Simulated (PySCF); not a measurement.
Working out the ionisation energy of F⁺

F⁺ [He] 2s2 2p4 (3P) → F²⁺ [He] 2s2 2p3 (4S). All numbers are calculated (PySCF 2.14, the non-relativistic Hamiltonian (point nucleus), in dyall-av2z (11s7p2d, 42 functions)). Frozen: 1s2; the 8 highest virtual orbitals dropped. Energies in hartree (1 hartree = 27.21139 eV):

| part | F⁺ (lower) | F²⁺ (upper) |
| --- | --- | --- |
| UHF | -98.835246 | -97.609796 |
| MP2 opposite-spin | -0.092540 | -0.061413 |
| MP2 same-spin | -0.031420 | -0.025241 |

Q: What does Hartree-Fock give?

A: (-97.609796) − (-98.835246) = 1.225450 hartree = 33.346 eV.

Q: What do MP2 and SCS-MP2 (6/5 opposite-spin, 1/3 same-spin) give?

A: The opposite-spin parts differ by 0.847 eV and the same-spin parts by 0.168 eV. MP2: 33.346 + (0.847) + (0.168) = 34.361 eV. SCS-MP2: 33.346 + 1.2 × (0.847) + (0.168)/3 = 34.418 eV.

Measured between the centres of the two terms (NIST): 34.950 eV, so MP2 (valence) is off by -0.589 eV.

A double-zeta basis recovers only part of the correlation energy.

What remains against the reference includes basis incompleteness, the frozen core and correlation beyond second order.
